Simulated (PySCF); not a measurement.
Vertical excitations of a molecule CH₇FN₂Si from TDDFT-PBE/def2-SVPD run with PySCF, as energy in eV (oscillator strength): 5.70 (0.008), 5.95 (0.001), 6.31 (0.036), 6.50 (0.012), 6.79 (0.057), 6.89 (0.030), 7.05 (0.016), 7.31 (0.018), 7.32 (0.017), 7.52 (0.006). Lowest triplet (TDA): 5.60 eV. Geometry: r2SCAN-D4/def2-SVP. Other conformers were not sampled.

Question: Identify the compound among the candidates.
A) N[SiH](N)CF
B) C[Si](N)(N)F
C) CN[Si@H](N)F
D) NC[Si@H](N)F

Answer: C, CN[Si@H](N)F
